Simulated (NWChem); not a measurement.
Molecule: CH6BeGe; SMILES [CH3][Be][GeH3]

```xyz
9

Be     0.0000     0.0000     1.2714
C      0.0000     0.0000     2.9475
H     -0.1876    -1.0062     3.3644
H     -0.7776     0.6656     3.3644
H      0.9652     0.3406     3.3644
Ge     0.0000     0.0000    -0.9345
H     -0.1117     1.4196    -1.5376
H      1.2852    -0.6130    -1.5376
H     -1.1735    -0.8065    -1.5376
```
Atoms are numbered in this order, from 1.

Level: PBE0/def2-SVP (NWChem), optimised geometry, unscaled harmonic frequencies. 

```
frequency (cm⁻¹)  IR intensity (km/mol)
----------------  ---------------------
15                                  0.0
174                                 9.6
174                                 9.6
329                                 0.0
411                                 7.8
411                                 7.8
650                                38.3
650                                38.3
807                               130.5
895                                35.5
895                                35.5
999                                72.2
1230                               83.7
1408                                3.4
1408                                3.4
2120                              129.7
2120                              129.5
2120                               67.7
3029                                0.0
3123                                3.0
3123                                3.0
```

```json
{
 "zero_point_energy": "37.3 kcal/mol",
 "thermal correction to the enthalpy at 298.15 K (with zero-point energy)": "41.9 kcal/mol",
 "heat capacity Cv": "20.5 cal/(mol K)",
 "entropy at 298.15 K and 1 atm (symmetry number 3)": "78.6 cal/(mol K)",
 "dipole_moment": "1.34 D"
}
```

Rigid rotor and harmonic oscillator; modes under 100 cm⁻¹ make the entropy uncertain.
